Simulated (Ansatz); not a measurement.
The cluster Sn₆. Charge 0, multiplicity 1. Geometry PBE-D4/def2-SVP, basis def2-TZVP, Ansatz.

```
atom   x (Å)   y (Å)   z (Å)
 Sn1   0.736  -1.399  -1.310
 Sn2  -0.965   0.300  -2.912
 Sn3   1.959   0.441   0.596
 Sn4  -0.964   1.176  -0.240
 Sn5  -0.128   1.032   2.607
 Sn6  -0.639  -1.550   1.258
```

```csv
run,HOMO (eV),LUMO (eV)
A,-5.36,-2.97
B,-4.68,-3.44
C,-6.21,-2.16
D,-4.87,-3.48
```

In the def2 sets Sn takes a core potential; there is no spin–orbit coupling. Another isomer (singlet) lies 0.69 eV lower at PBE0-D4/def2-TZVP; other spin states weren't run for this one.

Question: The runs used CAM-B3LYP, PBE, PBE0, r2SCAN. Estimate which is which.

Answer: A PBE0 (25 % exact exchange); B PBE (0 % exact exchange); C CAM-B3LYP (range-separated); D r2SCAN (0 % exact exchange). Exact exchange lowers occupied and raises empty levels; among semilocal functionals meta-GGAs tend to open the gap a little, and such runs are hard to tell apart. The gap grows from 1.24 eV (PBE) to 4.06 eV (CAM-B3LYP). The restricted singlet is unstable towards broken spin symmetry in Hartree–Fock (as tested in another run); at PBE0-D4/def2-TZVP, PBE-D4/def2-TZVP, CAM-B3LYP-D4/def2-TZVP, r2SCAN-D4/def2-TZVP this wasn't settled.
